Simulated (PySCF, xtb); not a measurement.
SbFCl2, SMILES [F][Sb]([Cl])[Cl].

Harmonic wavenumbers (cm⁻¹) from GFN2-xTB (xtb) at its own minimum, in rising order: 104, 120, 140, 307, 322, 386.

**Question.** What does PySCF with B3LYP-D3(BJ)/def2-SVP give at its own minimum? (An estimate is asked for; the answer gives what the named calculation found.)

**Answer.** 117, 157, 176, 362, 372, 631. Paired by order, the mean absolute difference is 72 cm⁻¹ and the zero-point energies are 2.0 and 2.6 kcal/mol.
